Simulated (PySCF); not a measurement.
Computed vibrations of [PbCl3(NH3)]+

[PbCl3(NH3)]+ (singlet). PySCF 2.14.0, RKS PBE0, Pb def2-SVP with ECP60, Cl def2-SVP, N def2-SVP, H def2-SVP; non-relativistic Hamiltonian with scalar-relativistic core potentials where named; density fitting; no spin-orbit coupling. Central differences of gradients.

```xyz
8

Pb    0.0049   -0.0049    0.0049
Cl    1.3412    1.6956    1.0030
Cl   -1.6956   -1.0030    1.3412
Cl    1.0030   -1.3412   -1.6956
N    -1.3539    1.3539   -1.3539
H    -2.3358    1.3077   -1.0588
H    -1.0588    2.3358   -1.3077
H    -1.3077    1.0588   -2.3358
```

Run from Python with OMP_NUM_THREADS=2. Where DIIS fails, smearing, a level shift and second-order steps follow.
It took 2.4 min on 2 threads of Intel(R) Xeon(R) Platinum 8259CL CPU @ 2.50GHz (Skylake/Cascade Lake), with other jobs on the host.

Problem. What are the harmonic wavenumbers and infrared intensities?

Solution. Modes are labelled in C3; negative numbers are unstable modes, those under 60 cm⁻¹ near the noise; a finer grid moves soft modes by up to 10 cm⁻¹.
| cm⁻¹ | km/mol | symmetry |
| --- | --- | --- |
| 76 | 6.4 | e |
| 76 | 6.4 | e |
| 89 | 1.8 | e |
| 89 | 1.8 | e |
| 89 | 0.0 | a |
| 95 | 11.2 | a |
| 339 | 1.7 | a |
| 362 | 7.3 | a |
| 380 | 25.3 | e |
| 380 | 25.3 | e |
| 680 | 38.6 | e |
| 680 | 38.6 | e |
| 1261 | 109.7 | a |
| 1611 | 35.7 | e |
| 1611 | 35.7 | e |
| 3443 | 119.5 | a |
| 3567 | 107.9 | e |
| 3567 | 107.9 | e |

Problem. Is this a minimum?

Solution. Yes. Ideal gas at 298.15 K and 1 bar: S = 412.9 J/(mol K), Cp = 116.7 J/(mol K), H − H(0 K) = 26.2 kJ/mol (rigid rotor, harmonic modes, spin degeneracy alone).
